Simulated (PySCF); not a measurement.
## `O=C(O)C#CCN([SiH3])C[SiH3]`: 4 charge schemes on one density

Species: C₅H₁₁NO₂Si₂.
Numbering: `[O:1]=[C:2]([OH:3])[C:4]#[C:5][CH2:6][N:7]([SiH3:8])[CH2:9][SiH3:10]` (hydrogens: H11 on O3; H12, H13 on C6; H14, H15, H16 on Si8; H17, H18 on C9; H19, H20, H21 on Si10)

Geometry (GFN2-xTB, Å), atoms numbered from 1 in this order:
```
atom  x, y, z in Å
O1     3.5296    0.3439   -1.9980
C2     3.4242   -0.2753   -0.9710
O3     4.4542   -0.8880   -0.3689
C4     2.1965   -0.4460   -0.2476
C5     1.1544   -0.5841    0.3401
C6    -0.1492   -0.6394    0.9710
N7    -1.0143    0.4315    0.5397
Si8   -1.0098    1.9434    1.3680
C9    -1.3729    0.3603   -0.8651
Si10  -2.3772   -1.1976   -1.3387
H11    5.2651   -0.7499   -0.8831
H12   -0.6093   -1.6086    0.7290
H13   -0.0215   -0.5788    2.0556
H14   -2.2921    2.5571    1.0264
H15    0.0870    2.8611    1.0289
H16   -0.9206    1.5806    2.7830
H17   -1.9710    1.2438   -1.0913
H18   -0.4725    0.4289   -1.4911
H19   -3.2972   -1.5244   -0.2477
H20   -3.1195   -0.9004   -2.5631
H21   -1.4928   -2.3411   -1.5898
```

Density: PBE0/pcSseg-1 (PySCF); schemes: Mulliken, IAO, Hirshfeld and ESP-fitted. The structure is a single GFN2-xTB conformer in the gas phase; no vibrational or solvent corrections.

**Question.** Atoms with like bonding are taken together and averaged. At which atom do the 4 schemes differ most?

**Answer.** At C2: from +0.212 (Hirshfeld) to +0.801 e (ESP-fitted), 0.589 e apart.

**Question.** For which atoms does the sign change between the 4 schemes (beyond +0.03 e in one, beyond −0.03 e in another)?

**Answer.** C6.

**Question.** What partial charge does each atom carry?

**Answer.** In e; atoms taken as equivalent share a row and are averaged (×n: the atom named and its like, n in all):

| atom | environment | Mulliken | IAO | Hirshfeld | ESP-fitted |
| --- | --- | --- | --- | --- | --- |
| O1 | acid carbonyl oxygen | -0.388 | -0.444 | -0.266 | -0.536 |
| C2 | carboxylic acid carbon | +0.281 | +0.524 | +0.212 | +0.801 |
| O3 | acid hydroxyl oxygen | -0.351 | -0.468 | -0.172 | -0.601 |
| C4 | alkyne carbon | -0.080 | -0.109 | -0.064 | -0.266 |
| C5 | alkyne carbon | +0.114 | +0.003 | -0.004 | +0.110 |
| C6 | sp3 carbon bound to nitrogen | +0.032 | -0.158 | -0.004 | -0.356 |
| N7 | silicon-bound nitrogen | -0.757 | -0.498 | -0.169 | -0.288 |
| Si8 | SiH3 silicon | +0.634 | +0.743 | +0.346 | +0.447 |
| C9 | sp3 carbon bound to nitrogen | -0.288 | -0.423 | -0.109 | -0.209 |
| Si10 | SiH3 silicon | +0.455 | +0.581 | +0.310 | +0.362 |
| H11 | acid proton | +0.244 | +0.376 | +0.192 | +0.435 |
| H12/H13 | methylene hydrogen | +0.165 | +0.167 | +0.059 | +0.204 |
| H14/H15/H16 | Si–H hydrogen | -0.104 | -0.137 | -0.080 | -0.095 |
| H17/H18 | methylene hydrogen | +0.151 | +0.145 | +0.038 | +0.124 |
| H19/H20/H21 | Si–H hydrogen | -0.072 | -0.113 | -0.075 | -0.091 |

Mean size of the charges over all atoms: IAO 0.272 e, ESP-fitted 0.268 e, Mulliken 0.228 e, Hirshfeld 0.119 e. Each set sums to the total charge, 0, to within 0.001 e. The ESP scheme fits charges at the nuclei, held to the total charge, to the electrostatic potential on points at 1.4 to 2.0 times the van der Waals radii. The IAO scheme projects the occupied orbitals on a minimal set of polarised atomic orbitals and counts the electrons in each atom's part of it.

**Question.** How closely do the schemes follow one another over all atoms?

**Answer.** Correlation coefficient and root-mean-square difference: IAO with Hirshfeld 0.97, 0.192 e; Mulliken with IAO 0.94, 0.113 e; Mulliken with Hirshfeld 0.91, 0.169 e; IAO with ESP-fitted 0.91, 0.141 e; Hirshfeld with ESP-fitted 0.88, 0.211 e; Mulliken with ESP-fitted 0.80, 0.202 e.

**Question.** Sum the charges by element, for elements with more than one atom.

**Answer.** 
```csv
element,atoms,Mulliken,IAO,Hirshfeld,ESP-fitted
O,2,-0.739,-0.912,-0.438,-1.137
C,5,+0.059,-0.163,+0.031,+0.080
Si,2,+1.088,+1.324,+0.656,+0.809
H,11,+0.349,+0.250,-0.080,+0.536
```

**Question.** How many electrons does the ESP-fitted scheme count on C2?

**Answer.** Z − q = 6 − (+0.801) = 5.199.

The run behind these numbers computed NMR shieldings as well. Hardware: Arm Neoverse N1, one thread, shared host with 64 logical CPUs at a one-minute load of 61. Cost: 2.2 min wall (with the writing of density and orbital grids), 1.1 GiB resident at most.
